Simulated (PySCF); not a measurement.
# Electronic absorption of C3H5BF3NO

Species: C3H5BF3NO.
Structure used (PBE0-D3(BJ)/def2-SVP), in Å, numbered top down from 1:
```xyz
14
C3H5BF3NO angstrom
B      3.3204    0.0596    0.0430
N      1.8059    0.1515   -0.0839
C      0.6622    0.2240   -0.1834
C     -0.7765    0.3530   -0.3565
O     -1.4268   -0.3930    0.6478
C     -2.7698   -0.4671    0.5298
F     -3.2315   -1.1417    1.5535
F     -3.3253    0.7455    0.5125
F     -3.1285   -1.0788   -0.5996
H      3.7318    1.2021   -0.1067
H      3.6877   -0.7082   -0.8338
H      3.5240   -0.3673    1.1712
H     -1.0459    1.4221   -0.2965
H     -1.0405   -0.0154   -1.3637
```

Computed with TDDFT PBE0/def2-SVPD, vertical, gas phase, core orbitals frozen in the response (PySCF 2.14.0, density-fitted response routines).

**Question.** List the vertical singlet excitations with oscillator strengths and describe the spectrum.

**Answer.** 

```
state  λ (nm)  E (eV)       f   main configurations (H = HOMO, L = LUMO)
   S1   246.5    5.03  0.0024                                  H→L (96%)
   S2   230.0    5.39   0.045                   H-1→L (71%), H→L+1 (28%)
   S3   217.9    5.69  0.0048                              H-1→L+1 (97%)
   S4   188.9    6.56   0.674                   H→L+1 (68%), H-1→L (27%)
   S5   179.3    6.91  0.0064                                H→L+2 (95%)
   S6   177.8    6.97  0.0083                              H-1→L+2 (95%)
   S7   162.4    7.64  0.0005                                H-2→L (95%)
   S8   152.2    8.15   0.027                   H→L+3 (55%), H→L+4 (36%)
   S9   151.5    8.19   0.054  H-3→L (48%), H-1→L+4 (23%), H-1→L+3 (21%)
  S10   151.3    8.20  0.0041  H-3→L (46%), H-1→L+3 (28%), H-1→L+4 (19%)
```

Triplets (Tamm–Dancoff): T1 4.55 eV, H-1→L (88%); T2 4.77 eV, H→L (91%); T3 5.10 eV, H→L+1 (87%); T4 5.46 eV, H-1→L+1 (92%).

The lowest singlet lies at 5.03 eV (247 nm, ultraviolet) and is very weak; its leading configuration is HOMO→LUMO (96%). The strongest level in the table is S4 at 6.56 eV (189 nm, f = 0.674). Löwdin shares by element: HOMO hydrogen 38% or more, boron 38%, nitrogen 10%; LUMO carbon 43% or more, nitrogen 30%, oxygen 8% (atoms not listed hold the other 18%). The listed states span 3.17 eV, and the widest gap between neighbours is 0.88 eV (S3 to S4). The oscillator strengths of these states sum to 0.827; summed over the whole spectrum of an exact calculation they would give the number of electrons, 70 (Thomas–Reiche–Kuhn). Weighted by f, the mean energy of these states is 6.66 eV. All these states lie below the vertical ionisation energy of 10.33 eV (ΔSCF). The window holds the lowest 10 singlets.

One conformer stands for the species.
